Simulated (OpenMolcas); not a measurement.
# V2+, Nb2+, Ta2+: d3 down the group

| Property | Result |
| --- | --- |
| Program | OpenMolcas 26.06 |
| Method | SS-CASPT2, IPEA 0.25 Eh, imaginary shift 0.1 Eh |
| Basis | ANO-R3 |
| Scalar Hamiltonian | X2C, finite nucleus |
| Spin-orbit coupling | RASSI with atomic mean-field integrals over the reference wave functions, term energies averaged over their components |

Active space for each ion: 3 electrons in 6 orbitals (d s); closed shells correlated by CASPT2: V2+ 3s 3p; Nb2+ 4s 4p; Ta2+ 5s 5p.

Computed levels in cm-1 above 4F 3/2:

```csv
Level,V2+,Nb2+,Ta2+
4F 5/2,164,537,2870
4F 7/2,388,1221,5390
4F 9/2,668,2010,7340
4P 1/2,11600,8900,13760
2G 7/2,11620,9320,11970
4P 5/2,11860,9890,15070
2P 1/2,15110,10790,8260
2H 11/2,16770,13410,18390
2F 7/2,27490,20150,29280
weight of 4F in the lowest level (%),100,99,83
```

Mixed levels, with the weight of the term that names them: Ta2+ 4F 9/2 (73 %), Ta2+ 4P 5/2 (66 %).

Measured, with the error of the calculation in %. Measured levels: V2+ from Sugar and Corliss, J. Phys. Chem. Ref. Data 7, 1191 (1978); Nb2+ from the list in Shadmi, J. Res. Natl. Bur. Stand. 70A, 435 (1966).

```json
{"Level": "4F 5/2", "V2+": "146 (+12.6)", "Nb2+": "516 (+4.0)"}
{"Level": "4F 7/2", "V2+": "342 (+13.6)", "Nb2+": "1177 (+3.8)"}
{"Level": "4F 9/2", "V2+": "584 (+14.4)", "Nb2+": "1939 (+3.5)"}
{"Level": "4P 1/2", "V2+": "11514 (+0.7)", "Nb2+": "8664 (+2.7)"}
{"Level": "2G 7/2", "V2+": "11966 (-2.9)", "Nb2+": "9236 (+0.9)"}
{"Level": "4P 5/2", "V2+": "11770 (+0.8)", "Nb2+": "9594 (+3.1)"}
{"Level": "2P 1/2", "V2+": "15580 (-3.0)", "Nb2+": ""}
{"Level": "2H 11/2", "V2+": "16978 (-1.2)", "Nb2+": "13264 (+1.1)"}
{"Level": "2F 7/2", "V2+": "27728 (-0.9)", "Nb2+": "19861 (+1.5)"}
```

The fine-structure level 4F 9/2 changes by a factor of 11 from V2+ to Ta2+.

Without spin-orbit coupling 4P lies 11380, 8420, 8400 cm-1 above 4F in that order; the difference to the level 4P 1/2, of either sign, comes from spin-orbit coupling, which also lowers the zero.

Term energies are means over components that CASPT2 splits; among the terms shown or strongly mixed into the levels shown the widest spread is 470 cm-1 (5d2 6s 2G, Ta2+). Terms from blocks run as CI alone lack orbitals of their own. Configurations are named by rounded mean occupations; where the s occupation lies near a half they are strongly mixed, a name can repeat and a true partner stay unpaired (holds for Ta2+). Measured partners are found by configuration, term and J. A level has none where our copy of the source lacks it or the pairing is in doubt (some pairs that miss far off the trend of their configuration count as doubtful), and it then counts in no deviation. Only configurations of the active space appear.
